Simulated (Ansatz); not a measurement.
System: sum formula Si₃N₂H₉, charge -1, multiplicity 1. It need not be the lowest isomer of its formula. Whether it binds its extra electron was not tested at this geometry. 
Geometry from a B3LYP-D3(BJ)/def2-TZVP (Ansatz, an electronic-structure program) optimisation:
SMILES: [SiH3][N-][SiH2]N[SiH3]
```xyz
14

Si    -0.1392    -0.6028    -0.3688
N     -1.2995     0.0971     0.5381
Si    -2.8873     0.4289     0.7936
N      1.3161     0.4179    -0.4612
Si     2.9454    -0.0593    -0.4287
H      0.4493    -1.9060     0.1225
H     -0.5075    -0.9162    -1.7977
H     -3.5991    -0.4713     1.7771
H     -3.8084     0.3913    -0.4072
H     -3.1432     1.8020     1.3656
H      1.1092     1.3807    -0.2339
H      3.4537    -0.6073     0.8674
H      3.2336    -1.1164    -1.4371
H      3.8316     1.1024    -0.7414
```
Charge -1, spin multiplicity 1.

Total electronic energies in hartree. Correlated levels leave the core frozen unless marked. No spin-orbit coupling. Non-relativistic. Basis-set limits of correlation are two-point, X^-3; Hartree-Fock from the larger set. The bracket is a focal-point correction in the basis named.

```csv
level,program,energy (Eh)
HF/cc-pV(Q+d)Z,Ansatz,-981.16364
RI-HF/cc-pV(T+d)Z,Ansatz,-981.14228
RI-HF/aug-cc-pV(Q+d)Z,Ansatz,-981.16455
B3LYP-D3(BJ)/def2-TZVPD,Ansatz + dftd3,-983.69418
B3LYP-D4/def2-TZVPD,Ansatz + dftd4,-983.69502
PBE0/6-31G*,Ansatz,-982.93218
PBE0-D3(BJ)/def2-TZVPD,Ansatz + dftd3,-983.10200
PBE0-D4/def2-TZVPD,Ansatz + dftd4,-983.10321
BHLYP-D4/def2-TZVPD,Ansatz + dftd4,-983.55230
r2SCANh/def2-TZVPD,Ansatz,-983.44307
MP2/6-31G,Ansatz,-981.12749
SCS-MP2/cc-pVTZ,Ansatz,-981.95745
CCSD/cc-pVTZ,Ansatz,-982.00216
CCSD/cc-pV(Q+d)Z,Ansatz,-982.08883
"RI-MP2/CBS(aug-cc-pV(T+d)Z,aug-cc-pV(Q+d)Z)+[CCSD(T)-MP2]/aug-cc-pV(T+d)Z",Ansatz,-982.1793
```

Totals of different functionals don't rank their quality; only differences between species are comparable.
